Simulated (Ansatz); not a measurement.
Coupled-cluster diagnostics for the cluster Li3Se⁺ (the lowest singlet isomer of a short search), Ansatz.

Geometry of the singlet (r2SCAN-D4/def2-TZVP):

```csv
atom,x (Å),y (Å),z (Å)
Li1,-1.6415,-0.1994,-1.5906
Li2,1.5877,-1.6414,0.2194
Li3,0.0610,1.8460,1.3627
Se4,-0.0073,-0.0052,0.0086
```

Correlated methods freeze 9 core orbitals; core or outer-core shells of Li, Se are correlated, in sets that lack core-valence functions. At PBE0-D4/def2-TZVP a singlet of charge 1 lies 3.11 eV below the triplet, each at its own geometry. At PBE0-D4/def2-TZVP a singlet of charge 1 lies 6.41 eV below the quintet, each at its own geometry. The structure comes from a short search, and lower isomers may exist.

Geometry of the charge 1 triplet (r2SCAN-D4/def2-TZVP):

```
atom    x (Å)    y (Å)    z (Å)
 Li1   0.0465   2.1488   0.6339
 Li2   0.9701  -0.2144   2.0171
 Li3  -0.8539  -1.6485  -2.2709
 Se4  -0.1627  -0.2859  -0.3802
```

Geometry of the charge 1 quintet (r2SCAN-D4/def2-TZVP):

Cartesian coordinates in Å:
```
Li -1.2872 2.1758 -2.1348
Li -0.0054 -0.0006 0.0244
Li 2.2339 -2.4090 -0.4419
Se -0.9413 0.2338 2.5523
```

Problem. Estimate the CCSD(T) correlation energy, the shares of MP2 and (T), T1 and the reference's ⟨S²⟩ for: charge 1, singlet, own geometry in def2-TZVPP; charge 1, triplet, own geometry in def2-TZVPP; charge 1, quintet, own geometry in def2-TZVPP; and the rough time on 4 threads of Arm Neoverse V2 on a shared host.

Solution. 
```
                          state       basis  correlation (eV)  MP2 share (%)  (T) share (%)     T1  ⟨S²⟩ (pure)  wall time
charge 1, singlet, own geometry  def2-TZVPP           -11.077           93.0            2.7  0.005  0.00 (0.00)      2.7 s
charge 1, triplet, own geometry  def2-TZVPP           -10.237           91.3            2.4  0.011  2.01 (2.00)       11 s
charge 1, quintet, own geometry  def2-TZVPP            -9.285           90.5            2.0  0.007  6.01 (6.00)       11 s
```
Customary marks for T1 are 0.02 (closed shells), 0.045 (open shells) and about 0.05 (3d metals). T1 stays under 0.02 throughout.
